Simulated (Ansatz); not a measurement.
C2H5FOSi can be A, `O[SiH2]/C=C/F`, or B, `C=CO[SiH2]F`.

Program: Ansatz. Geometries: PBE0-D4/def2-TZVP. ΔE: electronic, gas phase. CCSD(T)/CBS is the MP2 limit (def2-TZVPP, def2-QZVPP) plus CCSD(T) − MP2 in def2-TZVPP, frozen cores. DFT in def2-TZVPP. B3LYP here is the variant with VWN-RPA as its local correlation; programs differ in this. One conformer a species, not always the lowest.

(1) Which isomer does CCSD(T)/CBS put lower? Give the gap. (Best estimate.)

(2) Give E(B) − E(A) in kcal/mol with PBE0-D4, ωB97M-V, CCSD(T)/def2-TZVPP, MP2/def2-TZVPP, r2SCAN-D4, B3LYP, B3LYP-D4. (An estimate is asked.)

Largest T1 diagnostic: 0.012.

## Answers

(1) The calculation gave: B, by 35.6 kcal/mol.

(2) The calculation gave: PBE0-D4 -32.7, ωB97M-V -34.2, CCSD(T)/def2-TZVPP -35.2, MP2/def2-TZVPP -36.0, r2SCAN-D4 -34.0, B3LYP -35.4, B3LYP-D4 -35.1. None reverses the order clearly.

From PBE to PBE0 (25 % exact exchange), in def2-TZVPP and without D4, E(B) − E(A) moves by −1.1 kcal/mol. In def2-TZVPP, CCSD(T) changes the Hartree–Fock value by +3.1 kcal/mol (the triples alone add +0.5 kcal/mol) and MP2 by +2.3 kcal/mol.
